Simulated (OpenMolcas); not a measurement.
**How the cost of O3LYP grows with the basis: BBr2Cl (dibromo(chloro)borane)**

BBr2Cl has 4 atoms, charge 0, and is taken as a singlet. As SMILES, `ClB(Br)Br`. The coordinates come from a GFN2-xTB relaxation.

O3LYP, energy, OpenMolcas 26.06, on 1 thread of Arm Neoverse V1, shared host. N is the number of basis functions, t the processor time.

| basis | N | t (s) | ln N | ln t |
| --- | --- | --- | --- | --- |
| pcseg-0 | 66 | 4.1 | 4.190 | 1.411 |
| pcseg-1 | 86 | 7.9 | 4.454 | 2.067 |
| aug-pcseg-1 | 122 | ? | 4.804 | ? |
| pcseg-2 | 150 | 40 | 5.011 | 3.689 |

Question: Fit t = C·Nᵖ to the known rows and estimate the time in aug-pcseg-1.

Answer: 
1. Means of the 3 rows: ln N = 4.55167, ln t = 2.3890.
2. Σ(Δln N)² = 0.35133, Σ(Δln N·Δln t) = 0.98229, so the slope is 0.98229/0.35133 = 2.7959.
3. Intercept: 2.3890 − (2.7959) × 4.55167 = -10.3370. The largest residual of the fit is 0.049.
4. ln t = -10.3370 + 2.7959 × 4.804, so t ≈ 22 s.

The run took 20 s, so the estimate is too long by a factor of about 1.1. The fitted power is 2.8, with the electron count fixed.
